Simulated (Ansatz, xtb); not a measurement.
# Relative energy of two isomers of C3H6O2SeSi

Structure a is `CO[Si@@H]1OC=C[Se]1`, a singlet and structure b is `C[Si@@H]1OC(=O)C[Se]1`, a singlet. Both are isolated molecules in the gas phase, relaxed with B3LYP-D3(BJ)/def2-SVP; each stands in its lowest conformer found.

a (Å):

```xyz
13

C    -2.3169   -1.3732    3.8936
C    -1.8306   -0.2397    0.0281
C    -2.2054   -1.4676   -0.3602
O    -0.9640   -1.3913    3.4756
O    -0.9461   -0.0512    1.0454
Se   -1.4368   -2.9728    0.5640
Si   -0.4289   -1.4102    1.9187
H    -2.7644   -0.3766    3.7386
H    -2.9190   -2.1179    3.3441
H    -2.3517   -1.6116    4.9670
H     1.0399   -1.4476    2.0240
H    -2.1939    0.6848   -0.4276
H    -2.9151   -1.6591   -1.1641
```

b (Å):

```yaml
atoms:
  - { symbol: C, position_ang: [-0.6515, 2.6588, -0.2338] }
  - { symbol: C, position_ang: [-0.3185, -1.3389, -0.2283] }
  - { symbol: C, position_ang: [-0.5381, -1.4942, -1.7361] }
  - { symbol: O, position_ang: [-0.8258, -0.2132, 0.3224] }
  - { symbol: O, position_ang: [0.2367, -2.1759, 0.4228] }
  - { symbol: Se, position_ang: [-1.0604, 0.1809, -2.6705] }
  - { symbol: Si, position_ang: [-1.5108, 1.0479, -0.5944] }
  - { symbol: H, position_ang: [-1.0568, 3.4573, -0.8769] }
  - { symbol: H, position_ang: [-0.8072, 2.9534, 0.8167] }
  - { symbol: H, position_ang: [0.4282, 2.5704, -0.4262] }
  - { symbol: H, position_ang: [-2.9572, 1.1168, -0.2620] }
  - { symbol: H, position_ang: [-1.3237, -2.2493, -1.8873] }
  - { symbol: H, position_ang: [0.3893, -1.8746, -2.1821] }
```

Task: Which of the two would you expect CCSD(T)/def2-SVP + ΔMP2/def2-TZVPP electronic energies to favour?

Result: Structure b; the calculation gives E(b) − E(a) = −4.5 kcal/mol.

How the difference moves with the method:

```json
{"level": "GFN2-xTB", "geometry": "GFN2-xTB", "E(b) − E(a) (kcal/mol)": "+10.2", "departure from the last row (kcal/mol)": "+14.7", "job, with rough time for the two": "optimisation, 0.3 s"}
{"level": "HF/STO-3G", "geometry": "GFN2-xTB", "E(b) − E(a) (kcal/mol)": "−18.6", "departure from the last row (kcal/mol)": "−14.2", "job, with rough time for the two": "single point, 0.58 s"}
{"level": "r2SCAN-D4/def2-SVP", "geometry": "GFN2-xTB", "E(b) − E(a) (kcal/mol)": "−12.3", "departure from the last row (kcal/mol)": "−7.8", "job, with rough time for the two": "single point, 4.7 s"}
{"level": "B3LYP-D3(BJ)/def2-SVP", "geometry": "B3LYP-D3(BJ)/def2-SVP", "E(b) − E(a) (kcal/mol)": "−9.4", "departure from the last row (kcal/mol)": "−4.9", "job, with rough time for the two": "optimisation, 91 s"}
{"level": "HF/def2-SVP", "geometry": "B3LYP-D3(BJ)/def2-SVP", "E(b) − E(a) (kcal/mol)": "−9.7", "departure from the last row (kcal/mol)": "−5.3", "job, with rough time for the two": "part of the CCSD(T) run"}
{"level": "MP2/def2-SVP", "geometry": "B3LYP-D3(BJ)/def2-SVP", "E(b) − E(a) (kcal/mol)": "−10.5", "departure from the last row (kcal/mol)": "−6.1", "job, with rough time for the two": "part of the CCSD(T) run"}
{"level": "CCSD(T)/def2-SVP", "geometry": "B3LYP-D3(BJ)/def2-SVP", "E(b) − E(a) (kcal/mol)": "−9.4", "departure from the last row (kcal/mol)": "−5.0", "job, with rough time for the two": "single point"}
{"level": "CCSD(T)/def2-SVP + ΔMP2/def2-TZVPP", "geometry": "B3LYP-D3(BJ)/def2-SVP", "E(b) − E(a) (kcal/mol)": "−4.5", "departure from the last row (kcal/mol)": "", "job, with rough time for the two": "single point, 1.9 min"}
```

As drawn, b has 1 C–Si, 1 C=O, 1 C–C in place of 1 C–O, 1 O–Si, 1 C=C.

GFN2-xTB puts the two in the other order. The largest departure from CCSD(T)/def2-SVP + ΔMP2/def2-TZVPP is that of GFN2-xTB, 14.7 kcal/mol. The last row adds to CCSD(T) the change of the MP2 difference between the two basis sets, here +5.0 kcal/mol, a large step that makes the value less sure.

With thermal terms from frequencies at re-optimised GFN2-xTB minima (ideal gas, soft modes damped towards free rotors, one conformer each, 298.15 K, 1 atm): the zero-point term adds −0.5 kcal/mol; ΔH is −4.9 and ΔG −5.1 kcal/mol.

The correlated steps freeze 19 core orbitals; the filled d shell of Se is correlated, in a basis made for valence electrons. Programs: Ansatz 0.2.0, xtb 6.7.1; the last row on 4 threads of Arm Neoverse V1 on a shared host.
